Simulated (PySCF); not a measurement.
Excitation energy of Cu by level of theory

Cu [Ar] 3d10 4s1 (2S) → Cu [Ar] 3d10 4p1 (2P), as a difference of total energies. All numbers are calculated (PySCF 2.14, the spin-free X2C one-electron Hamiltonian (Gaussian nucleus), in aug-cc-pVTZ-DK (8s7p5d3f2g, 93 functions)). Correlated levels: valence: [Ar] frozen. The calculations carry no spin-orbit coupling.

```
           method  excitation energy (cm⁻¹)
              UHF                     25758
              LDA                     33782
              PBE                     32196
             PBE0                     30800
           r2SCAN                     31629
           M06-2X                     29410
             PW91                     32461
          wB97M-V                     30525
            B97-3                     30751
    MP2 (valence)                     31341
SCS-MP2 (valence)                     30569
```

Errors of the correlated levels include the incompleteness of this basis and the frozen core.

For comparison: 30701 cm⁻¹ (measured; NIST levels, between the centres of gravity of the two terms).
